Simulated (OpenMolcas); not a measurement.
Nd3+ among 6 point charges of -1 e arranged as an octahedron (Oh).

```json
{
 "Program": "OpenMolcas 26.06",
 "Method": "CASSCF",
 "Basis": "ANO-RCC-VDZP [7s6p4d2f1g]",
 "Scalar Hamiltonian": "DKH2, point nucleus",
 "Active space": "3 electrons in 7 orbitals (4f)",
 "State averaging": "2S+1 = 4 odd, 35 roots; 2S+1 = 2 odd, 89 roots kept (CI in the orbitals of an earlier block)",
 "Spin-orbit coupling": "RASSI with atomic mean-field integrals over the reference wave functions"
}
```

All point charges move together. At R = 2.6 Å the width of the lowest J multiplet is 88 cm-1, and at R = 2.74 Å it is 69 cm-1.

**Question.** A third run gives 47 cm-1. What distance was it run at?

**Answer.** With a power law R^-n the two known points give n = -ln(69 / 88) / ln(2.74 / 2.6) = 4.64. Then R = 2.6 × (88 / 47)^(1/4.64) = 2.976 Å. The run was at 2.97 Å, so the estimate is off by +0.006 Å.

High states are left out of the spin-orbit mixing, which shifts the levels that they would mix with. Point charges carry no covalency, so the field is a model and not that of real ligands. A group larger than the point group allows holds several states that coincide in this model. No measured value stands beside these numbers.
